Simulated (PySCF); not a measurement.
## Working out the ionisation energy of Fe²⁺

Fe²⁺ [Ar] 3d6 (5D) → Fe³⁺ [Ar] 3d5 (6S). Calculation: PySCF 2.14, in aug-cc-pVDZ-DK (7s6p4d2f, 59 functions); the spin-free X2C one-electron Hamiltonian (Gaussian nucleus). Frozen: [Ar]. Energies in hartree (1 hartree = 27.21139 eV):

| part | Fe²⁺ (lower) | Fe³⁺ (upper) |
| --- | --- | --- |
| UHF | -1270.545053 | -1269.498936 |
| CCSD correlation | -0.103890 | -0.053293 |
| (T) | -0.001256 | -0.000356 |

Problem. What does Hartree-Fock give?

Solution. (-1269.498936) − (-1270.545053) = 1.046117 hartree = 28.466 eV.

Problem. What do CCSD and CCSD(T) give?

Solution. The CCSD correlation energies differ by 0.050597 hartree = 1.377 eV and the triples by 0.000900 hartree = 0.024 eV, so CCSD gives 29.843 eV and CCSD(T) 29.867 eV.

Reference: 30.651 ± 0.012 eV (measured; NIST Atomic Spectra Database, ionization energies), between the lowest levels; spin-orbit coupling is absent from the calculation.

A double-zeta basis recovers only part of the correlation energy.

What remains against the reference includes basis incompleteness, the frozen core and higher excitations.
